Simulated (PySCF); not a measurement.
[PySCF: GIAO PBE0/pcSseg-1 shieldings; GFN2-xTB structure; a single conformation; equivalent nuclei averaged; isolated molecule; non-relativistic Hamiltonian]

Shifts are taken against calculated references (same method and geometry level): TMS for ¹H (σ = 31.72 ppm) and ¹³C (σ = 186.93 ppm). Shifts are as computed. Against solution values, carbons near 30 ppm lie about +3 ppm off and those near 130 ppm about +5 ppm; carbons on Cl a further +6 ppm. Of 1309 compounds with measured shifts, 239 miss one by over three times the rms of a fit or turn the order of signals round; such compounds aren't used in these exercises. Carbons bonded to Cl come out too deshielded.

(1) Order these molecules by the shift of their most shielded carbon, lowest δ first.
A. C#C[Si@@H]1C=C(C#CC)[SiH2]O1
B. O=CO[C@@]1(F)[SiH2]C[C@H]1F
C. C=C1[SiH2][C@@H]1C1(Cl)CC1

(2) Order these molecules by the shift of their most deshielded carbon-bound hydrogen, lowest δ first.
A. C[C@H](F)/C=C/[C@@H](C)F
B. C#C[Si@@H]1C=C(C#CC)[SiH2]O1
C. C=C1[SiH2][C@@H]1C1(Cl)CC1
D. O=CO[C@@]1(F)[SiH2]C[C@H]1F

(3) How many ¹³C and ¹H signals does each give (equivalence by symmetry and fast rotation, but not about amide C–N or C=N bonds)? `C#C[Si@@H]1C=C(C#CC)[SiH2]O1`, `O=CO[C@@]1(F)[SiH2]C[C@H]1F`, `C=C1[SiH2][C@@H]1C1(Cl)CC1`, `C[C@H](F)/C=C/[C@@H](C)F`

Answers

(1) A (6.6 ppm, propargylic methyl carbon), C (14.1 ppm, three-membered-ring carbon), B (23.8 ppm, sp3 CH2 bonded to Si).

(2) A (6.03 ppm, hydrogen on an alkene CH), C (6.54 ppm, hydrogen on a terminal =CH2 carbon), B (7.31 ppm, hydrogen on an alkene CH), D (8.29 ppm, hydrogen on an ester carbonyl carbon).

(3) C#C[Si@@H]1C=C(C#CC)[SiH2]O1: 7 C, 6 H; O=CO[C@@]1(F)[SiH2]C[C@H]1F: 4 C, 6 H; C=C1[SiH2][C@@H]1C1(Cl)CC1: 6 C, 9 H; C[C@H](F)/C=C/[C@@H](C)F: 3 C, 3 H.
